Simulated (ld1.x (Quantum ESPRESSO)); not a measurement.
## neodymium (Nd): variants of one TM semilocal potential

Base potential:

* Element: neodymium
* Generator: ld1.x (Quantum ESPRESSO) 7.5
* Type: norm-conserving Troullier–Martins (semilocal form)
* Functional: PBE
* Relativity: scalar-relativistic
* Frozen core: [Kr] 4d10 5s2
* Valence charge: 12
* Reference configuration: 4f4 5p6 5d0 6s2 6p0
* Partial waves: 6s (bound): rc 3.80 bohr; 5d (bound, empty): rc 3.80 bohr; 4f (bound): rc 1.50 bohr; 5p (bound): rc 2.85 bohr
* Local potential: the p channel
* Core correction: none

All-electron outer shells of the reference configuration (PBE, scalar-relativistic, ld1.x):

| shell | level (eV) | outermost node (bohr) | outermost maximum (bohr) |
| --- | --- | --- | --- |
| 4d | -116.67 | 0.29 | 0.62 |
| 5s | -40.46 | 0.72 | 1.32 |
| 5p | -22.09 | 0.77 | 1.50 |
| 6s | -3.50 | 1.77 | 3.78 |
| 5d | -1.92 | 0.88 | 2.24 |
| 4f | -1.75 | – | 0.67 |
| 6p | -1.23 | 2.14 | 5.04 |

Cutoffs, loose and tight: the cutoffs (Ry, on a coarse ladder) from which the occupation-weighted sum of valence levels, in a spherical-Bessel basis at the reference potential, stays within 10 and 1 mRy of its value at 400 Ry. They do not see the model core or the augmentation charge, which bear on the density cutoff. Test errors are all-electron minus pseudo excitation energies from the reference, over the configurations 4f4 5p6 5d0 6s1 6p0; 4f4 5p6 5d0 6s0 6p0; 4f3 5p6 5d0 6s0 6p0; 4f4 5p6 5d0 6s1 6p1; 4f4 5p6 5d1 6s1 6p0; 4f4 5p6 5d0 6s0 6p1; 4f4 5p6 5d0 6s0 6p2. A dash means not determined; rows that change the core or the reference have their own tests. The largest error is taken over the tests solved by every variant that gives reliable tests at all: 4f3 5p6 5d0 6s0 6p0; 4f4 5p6 5d0 6s0 6p0; 4f4 5p6 5d0 6s1 6p0; 4f4 5p6 5d1 6s1 6p0.

In the semilocal form every listed channel keeps its own potential, so the choice of the local channel does not act on these tests. It acts once the file is put into the separable form.

A semilocal file is local in each channel, so a ghost entry of none says nothing of the separable form that plane-wave codes build from it.

```csv
change,outcome,"cutoff, loose","cutoff, tight",bound ghosts,largest test error (meV)
base,generated,160 Ry,200 Ry,none,+428
wave 5d (bound): rc 3.80 bohr becomes 5d (bound): rc 4.34 bohr,generated,160 Ry,200 Ry,none,+428
core correction a·sin(br)/r model core inside 0.58 bohr,generated,160 Ry,200 Ry,none,+281
wave 5p (bound): rc 2.85 bohr becomes 5p (bound): rc 2.62 bohr,generated,160 Ry,200 Ry,none,+392
"form changed from semilocal to separable (Kleinman–Bylander), still TM; local potential the s channel",generated,160 Ry,230 Ry,none,-366
```

Problem. What comes out with this change to the base: all radii scaled by about 1.42 (s 5.38, p 4.04, d 5.38, f 2.12 bohr)?

Solution. outcome: generated; cutoff, loose: 90 Ry; cutoff, tight: 110 Ry; bound ghosts: none; largest test error (meV): +116.

Problem. What comes out with this change to the base: wave 6s (bound): rc 3.80 bohr becomes 6s (bound): rc 5.82 bohr?

Solution. outcome: generated; cutoff, loose: 160 Ry; cutoff, tight: 200 Ry; bound ghosts: none; largest test error (meV): -239.
